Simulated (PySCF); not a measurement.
A parent and its derivatives

The calculation used PySCF, TDDFT B3LYP/def2-SVPD, vertical, gas phase, core orbitals frozen in the response. Geometries: GFN2-xTB; one conformer of each isolated species. Triplets are in the Tamm–Dancoff approximation.

Parent: `N#C[SiH2]CCCl`, with lowest singlet excitation energy 6.87 eV, mean static polarisability 78.2 au, S1–T1 gap 0.88 eV, HOMO–LUMO gap 7.72 eV, HOMO energy -8.52 eV, LUMO energy -0.80 eV. Its spectrum: 6.87 eV (f 0.008); 6.97 eV (f 0.017); 7.11 eV (f 0.001); 7.21 eV (f 0.002); 7.25 eV (f 0.001).

Shifts from the parent:

```tsv
change	SMILES	Δ S1 (eV)	Δ α (au)	Δ S1−T1 (eV)	Δ gap (eV)	Δ HOMO (eV)	Δ LUMO (eV)
C replaced by Si	N#C[SiH2][SiH2]CCl	-0.70	+17.7	-0.49	-0.68	+0.30	-0.38
H on Si replaced by CN	N#C[SiH](C#N)CCCl	-0.29	+12.9	-0.19	-0.35	-0.46	-0.81
SiH2 inserted into a Si-C bond	N#C[SiH2][SiH2]CCCl	-0.38	+28.9	-0.17	-0.33	+0.16	-0.17
terminal Cl group replaced by H	CC[SiH2]C#N	+0.22	-12.3	+0.23	+0.43	-0.33	+0.10
C replaced by Si	N#C[SiH2]C[SiH2]Cl	+0.21	+12.6	+0.23	+0.23	-0.30	-0.07
```

(1) Predict the same shifts for this change: C-C bond made double (`N#C[SiH2]/C=C/Cl`).

Results:

(1) Δ lowest singlet excitation energy -0.74 eV, Δ mean static polarisability +3.8 au, Δ S1–T1 gap +1.15 eV, Δ HOMO–LUMO gap -1.29 eV, Δ HOMO energy +0.54 eV, Δ LUMO energy -0.75 eV. Spectrum: 6.13 eV (f 0.275); 6.34 eV (f 0.104); 6.36 eV (f 0.003); 6.52 eV (f 0.015); 6.74 eV (f 0.006). S1 falls most with C-C bond made double (-0.74 eV), and it rises most with terminal Cl group replaced by H (+0.22 eV). S1 is simply the lowest singlet of each species and needn't be the same kind of state throughout. Over these 6 changes the shifts of S1 and of the HOMO–LUMO gap correlate with r = 0.95.
